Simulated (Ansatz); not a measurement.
Two members of one family (Ge nanocrystals, cubic, H-capped), computed with Ansatz in the gas phase. Binding counts from free atoms in the multiplicity of their measured ground term, without zero-point energy. A dash marks a value that wasn't run or was left out as unsound. The structures are stationary points that may keep the symmetry of their start. Remarks come from the PBE and PBE0 runs and from stability tests at other levels; not every state was tested. HOMO above LUMO (over both spins in singlets and doublets, within one spin in higher multiplets; at PBE or PBE0), or a gap under 0.15 eV within one spin, warns that the state may not be the lowest or that an electron is smeared out.

First: Ge13H20 (singlet, charge 0, PBE-D4/def2-SVP geometry).

```xyz
33

Ge   -2.1493    2.4849    1.5563
Ge    3.5879   -0.2699   -1.7746
Ge   -0.4627    1.7093   -1.9274
Ge    1.4728    0.8226    1.5194
Ge   -1.7269   -1.3051    2.7050
Ge    0.1188   -2.1311   -0.7709
Ge   -3.5178   -0.5054   -0.7630
Ge    3.6838    0.6667    0.4814
Ge   -0.0052    2.4033    0.3737
Ge   -3.1927    0.2691    1.5371
Ge    2.3031   -2.3485   -1.8537
Ge   -1.3642   -0.5647   -1.9296
Ge    0.4262   -1.3916    1.5443
H    -3.0892    3.5216    0.8699
H    -1.9297    2.9405    3.0293
H     5.0373   -0.5470   -2.2739
H     2.9477    0.7689   -2.7378
H    -1.5364    2.6669   -2.5273
H     0.8126    1.8111   -2.8110
H     1.6462    1.3128    2.9923
H    -1.5151   -0.8478    4.1792
H    -2.3727   -2.7234    2.7297
H    -0.5771   -3.5302   -0.7635
H    -4.4971    0.4470   -1.5125
H    -4.1540   -1.9270   -0.7447
H     4.3624    2.0695    0.4440
H     4.5704   -0.2614    1.3649
H     0.6495    3.8200    0.3741
H    -4.5724    0.3372    2.2633
H     2.1291   -2.8071   -3.3326
H     3.1075   -3.4558   -1.1079
H    -1.5768   -1.0434   -3.4004
H     1.3841   -2.3920    2.2666
```

```tsv
level	HOMO (eV)	LUMO (eV)	gap (eV)	vertical IE (eV)	vertical triplet (eV)	binding per atom (eV)
PBE-D4/def2-SVP	-6.18	-1.53	4.65	–	–	2.86
PBE-D4/def2-TZVP	-6.21	-1.65	4.57	7.89	4.47	2.85
r2SCAN-D4/def2-TZVP	-6.45	-1.49	4.96	–	–	2.90
PBE0-D4/def2-SVP	-7.14	-0.81	6.33	–	–	2.86
PBE0-D4/def2-TZVP	-7.14	-0.95	6.19	8.31	4.99	2.86
```

Remarks: gap within one spin near zero at PBE or PBE0 (triplet).

Second: Ge14H20 (singlet, charge 0, PBE-D4/def2-SVP geometry).

```xyz
34

Ge   -2.377    2.813   -0.004
Ge    3.462   -0.836    0.953
Ge    1.182    1.512   -1.336
Ge   -0.073    0.456    2.295
Ge   -3.484   -0.957    0.710
Ge    0.078   -2.251   -0.624
Ge   -2.224    0.096   -2.933
Ge    2.225   -0.099    2.933
Ge   -0.079    2.253    0.629
Ge   -3.461    0.836   -0.956
Ge    3.483    0.959   -0.712
Ge    2.377   -2.812    0.003
Ge    0.073   -0.455   -2.290
Ge   -1.184   -1.508    1.341
H    -2.368    3.969   -1.047
H    -3.165    3.300    1.248
H     4.928   -1.189    1.357
H     1.186    2.657   -2.399
H    -0.866    0.927    3.555
H    -4.280   -0.503    1.969
H    -4.185   -2.219    0.123
H    -0.622   -3.509   -1.232
H    -2.214    1.223   -4.008
H    -2.912   -1.157   -3.552
H     2.915    1.150    3.558
H     2.214   -1.231    4.003
H     0.619    3.512    1.236
H    -4.927    1.189   -1.360
H     4.191    2.219   -0.130
H     4.273    0.500   -1.975
H     3.160   -3.293   -1.256
H     2.375   -3.972    1.042
H     0.871   -0.927   -3.548
H    -1.192   -2.654    2.404
```

Task: Estimate the same table for the second.

Result: 
| level | HOMO (eV) | LUMO (eV) | gap (eV) | vertical IE (eV) | vertical triplet (eV) | binding per atom (eV) |
| --- | --- | --- | --- | --- | --- | --- |
| PBE-D4/def2-SVP | -6.09 | -1.50 | 4.59 | – | – | 2.89 |
| PBE-D4/def2-TZVP | -6.12 | -1.65 | 4.47 | 7.75 | 4.39 | 2.89 |
| r2SCAN-D4/def2-TZVP | -6.36 | -1.50 | 4.86 | – | – | 2.93 |
| PBE0-D4/def2-SVP | -7.04 | -0.82 | 6.22 | – | – | 2.89 |
| PBE0-D4/def2-TZVP | -7.04 | -0.97 | 6.07 | 8.18 | 5.03 | 2.89 |

Remarks: gap within one spin near zero at PBE or PBE0 (triplet).
